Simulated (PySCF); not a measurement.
**Radial density of Ar⁺ (argon, charge +1)**

M06, [Ne] 3s2 3p5, 2P determinant. Computed with PySCF 2.14 in x2c-QZVPPall (9s6p4d2f1g, 70 functions), with scalar relativity by spin-free X2C-1e.

| r (bohr) | 4πr²ρ (e/bohr) | 4πr²(ρα − ρβ) |
| --- | --- | --- |
| 0.00163 | 0.1463 | 0.0000 |
| 0.00274 | 0.3827 | 0.0000 |
| 0.00461 | 0.9767 | 0.0000 |
| 0.00775 | 2.389 | 0.0001 |
| 0.0130 | 5.437 | 0.0003 |
| 0.0219 | 10.94 | 0.0009 |
| 0.0369 | 17.86 | 0.0042 |
| 0.0620 | 20.88 | 0.0186 |
| 0.104 | 16.32 | 0.0685 |
| 0.175 | 15.71 | 0.1603 |
| 0.295 | 21.11 | 0.1440 |
| 0.496 | 11.33 | -0.0031 |
| 0.835 | 4.472 | 0.4285 |
| 1.40 | 5.080 | 0.7470 |
| 2.36 | 1.289 | 0.1771 |
| 3.97 | 0.04146 | 0.0045 |
| 6.68 | 9.101e-05 | 0.0000 |

Densities and radii are taken from the X2C orbitals without a picture-change correction, which distorts them close to the nucleus.

(1) Where is the radial spin density 4πr²(ρα − ρβ) most negative, and why is it negative at all?

## Answers

(1) Around r = 0.496 bohr, down to -0.0031 e/bohr: exchange with the open shell polarises the paired shells in an unrestricted calculation.
